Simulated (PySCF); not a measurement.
**Working out the excitation energy of Cl⁺**

Cl⁺ [Ne] 3s2 3p4 (3P) → Cl⁺ [Ne] 3s1 3p4 4s1 (5P). Computed with PySCF 2.14 in aug-cc-pV(D+d)Z, with the non-relativistic Hamiltonian (point nucleus). Frozen: [Ne]. Energies in hartree (1 hartree = 27.21139 eV):

| part | Cl⁺ (lower) | Cl⁺ (upper) |
| --- | --- | --- |
| UHF | -459.038417 | -458.103345 |
| CCSD correlation | -0.115919 | -0.133914 |
| (T) | -0.001794 | -0.004907 |

**Question.** What does Hartree-Fock give?

**Answer.** (-458.103345) − (-459.038417) = 0.935072 hartree = 25.445 eV.

**Question.** What do CCSD and CCSD(T) give?

**Answer.** The CCSD correlation energies differ by -0.017995 hartree = -0.490 eV and the triples by -0.003113 hartree = -0.085 eV, so CCSD gives 24.955 eV and CCSD(T) 24.870 eV.

The upper state lies above the first ionisation limit, where it may autoionise and the basis confines it. A Rydberg-like electron needs more diffuse functions than a valence basis has.

The coupled-cluster amplitudes are large, so a single reference is strained.
